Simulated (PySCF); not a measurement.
SMILES ClC[SiH2][Si](Cl)(Cl)Cl (CH₄Cl₄Si₂), GFN2-xTB optimised geometry.

```
11

Cl    -0.10    -0.55    -3.69
C     -0.39    -2.25    -3.20
Si    -1.64    -2.21    -1.74
Si    -0.72    -0.97     0.00
Cl    -1.30    -1.75     1.79
Cl     1.31    -0.97     0.00
Cl    -1.31     0.97     0.00
H      0.58    -2.67    -2.93
H     -0.77    -2.77    -4.07
H     -2.88    -1.62    -2.25
H     -1.89    -3.61    -1.36
```

Density from PySCF 2.14.0 with PBE0/def2-TZVP at that geometry.

Minimum of the electron density along straight lines between bonded atoms, close to the bond critical point (lines longer than 1.1 times the sum of covalent radii, or with two minima, are not listed):

```tsv
bond	length / Å	ρ at the minimum / e bohr⁻³	∇²ρ there / e bohr⁻⁵	position (fraction from the first atom)
Cl1–C2	1.790	0.179	-0.23	0.58
C2–Si3	1.913	0.114	0.16	0.61
Si3–Si4	2.333	0.097	-0.15	0.37
Si4–Cl5	2.036	0.104	0.24	0.36
Si4–Cl6	2.029	0.105	0.25	0.36
Si4–Cl7	2.026	0.106	0.26	0.36
C2–H8	1.088	0.283	-0.99	0.65
C2–H9	1.087	0.283	-0.99	0.65
Si3–H10	1.465	0.125	0.19	0.49
Si3–H11	1.469	0.123	0.18	0.49
```
